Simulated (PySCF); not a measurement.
CH9GeN3.
Numbering: `[CH3:1][NH:2][GeH:3]([NH2:4])[NH2:5]` (hydrogens: H6, H7, H8 on C1; H9 on N2; H10 on Ge3; H11, H12 on N4; H13, H14 on N5)

Method: PBE0-D3(BJ)/def2-SVP geometry optimisation, gas phase (PySCF 2.14.0); density fitting, grid level 1; the optimiser is geomeTRIC in internal coordinates, started from a GFN2-xTB structure with every atom displaced at random (about 0.01 Å).

At the end of the run (lengths in Å): N4–H12 1.017, N5–H14 1.017, C1–H8 1.102, N5–H13 1.016, N2–H9 1.013, C1–H7 1.108, Ge3–H10 1.544, N2–Ge3–N4 108.1°, C1–N2–Ge3 124.3°, N2–Ge3–N5 115.9°, N4–Ge3–N5 101.5°, C1–N2–Ge3–N4 47°, H6–C1–N2–Ge3 145°, H9–N2–Ge3–N4 -111°.

Task: These geometries were met on the way; a selection of coordinates is given. Order them by energy above the end point, lowest first.
A. N4–H12 1.027, N5–H14 1.022, C1–H8 1.108, N5–H13 1.018, N2–H9 1.011, C1–H7 1.106, Ge3–H10 1.547, N2–Ge3–N4 108.1°, C1–N2–Ge3 123.6°, N2–Ge3–N5 114.1°, N4–Ge3–N5 101.9°, C1–N2–Ge3–N4 38°, H6–C1–N2–Ge3 150°, H9–N2–Ge3–N4 -119°
B. N4–H12 1.015, N5–H14 1.017, C1–H8 1.101, N5–H13 1.016, N2–H9 1.013, C1–H7 1.109, Ge3–H10 1.544, N2–Ge3–N4 108.3°, C1–N2–Ge3 123.9°, N2–Ge3–N5 115.9°, N4–Ge3–N5 101.4°, C1–N2–Ge3–N4 40°, H6–C1–N2–Ge3 149°, H9–N2–Ge3–N4 -117°
C. N4–H12 0.981, N5–H14 0.992, C1–H8 1.080, N5–H13 1.000, N2–H9 1.028, C1–H7 1.122, Ge3–H10 1.533, N2–Ge3–N4 112.8°, C1–N2–Ge3 121.1°, N2–Ge3–N5 114.1°, N4–Ge3–N5 101.6°, C1–N2–Ge3–N4 42°, H6–C1–N2–Ge3 158°, H9–N2–Ge3–N4 -99°

Result: B (0.006 eV), A (0.019 eV), C (0.120 eV).

```tsv
step	E above end (eV)	rms distance from the end, all atoms (Å)	largest force (eV/Å)	rms shift of all bonds from the end (Å)
3	0.006	0.070	0.059	0.001
1	0.019	0.086	0.648	0.004
0	0.120	0.082	2.309	0.016
```

Rows stand in the order of the answer.
